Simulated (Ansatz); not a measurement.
Start from `N[SiH2][AlH][S][SiH3]` and change one atom or group to get `[F][AlH][S][SiH3]`.

Ansatz, PBE0-D4/def2-TZVP geometries, multiplicity 1. Each molecule was computed in one conformer, which needn't be the lowest.

```csv
property,`N[SiH2][AlH][S][SiH3]`
HOMO energy (PBE/def2-TZVPP) / eV,-5.74
size of the dipole moment (ωB97M-V/def2-TZVPP) / D,1.43
LUMO energy (B3LYP/def2-TZVPP) / eV,-1.24
HOMO–LUMO gap (B3LYP/def2-TZVPP) / eV,5.46
HOMO energy (ωB97M-V/def2-TZVPP) / eV,-8.92
HOMO energy (PBE0/def2-TZVPP) / eV,-6.90
```

Problem. What does the change do to each property? (An estimate is asked.)

Solution. The calculation gave: 
| property | `[F][AlH][S][SiH3]` | shift |
| --- | --- | --- |
| HOMO energy (PBE/def2-TZVPP) / eV | -6.83 | -1.09 |
| size of the dipole moment (ωB97M-V/def2-TZVPP) / D | 1.92 | 0.49 |
| LUMO energy (B3LYP/def2-TZVPP) / eV | -1.29 | -0.05 |
| HOMO–LUMO gap (B3LYP/def2-TZVPP) / eV | 6.45 | 0.99 |
| HOMO energy (ωB97M-V/def2-TZVPP) / eV | -10.14 | -1.22 |
| HOMO energy (PBE0/def2-TZVPP) / eV | -8.00 | -1.10 |

Dipoles are sizes alone; their direction can turn.

B3LYP here is the variant with VWN-RPA as its local correlation; programs differ in this.
